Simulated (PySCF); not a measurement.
C2H6I2Si, SMILES C[Si](C)(I)I at its CAM-B3LYP/def2-SVP optimised geometry (Å):

```
11

C      1.1254    -0.6531     0.0000
Si    -0.7393    -0.6531     0.0000
C     -1.4810    -1.5246     1.4724
I     -1.5199     1.6878     0.0000
I     -1.5222    -1.7781    -2.0520
H      1.5009    -1.6878    -0.0119
H      1.5002    -0.1491     0.9042
H      1.5199    -0.1283    -0.8810
H     -2.5788    -1.5044     1.4317
H     -1.1509    -2.5746     1.4920
H     -1.1563    -1.0325     2.4021
```

Calculation: PySCF 2.14.0 with CAM-B3LYP/def2-TZVP, def2 effective core potentials past Kr. The core electrons that the potentials of I replace are not part of the density. Cells within 0.4 Å of a nucleus heavier than hydrogen are left out (blank, or x).

Map of the deformation density (molecule minus spherical neutral atoms) (e/bohr³) on the plane z = 0.0 Å:

```
|1111111111111111111111111111111|
|1111111111111111111111111111111|
|1111111111111111111111111111111|
|1111111111111111111111111111111|
|1111111111111111111111111111111|
|1111111111111111111111111111111|
|1111111122222211111111111111111|
|1111112220022211111111111111111|
|11111222xxx12211111111111111111|
|11111222xxx12111111111111111111|
|111112221x111111111111111111111|
|1111112211111111111111111111111|
|1111111112222211111111111111111|
|1111111122333211111111111111111|
|1111111122332111111111111111111|
|1111111111222112221122111111111|
|111111111011x113442x42111111111|
|11111111000xxx2567xxx2111111111|
|11111111000xxx2466xxx2111111111|
|1111111111111013444685211111111|
|1111111111110001223697311111111|
|1111111111110000112498211111111|
|1111111111110000111233111111111|
|1111111111111111111100011111111|
|1111111111111111111110111111111|
|1111111111111111111111111111111|
|1111111111111111111111111111111|
|1111111111111111111111111111111|
|1111111111111111111111111111111|
|1111111111111111111111111111111|
|1111111111111111111111111111111|
```
Scale: ten equal steps from -0.019 (start of '0') to 0.094 (end of '9'), in the order '0123456789'; x runs from -4.00 to 4.00, y from -4.00 (bottom) to 4.00 (top).
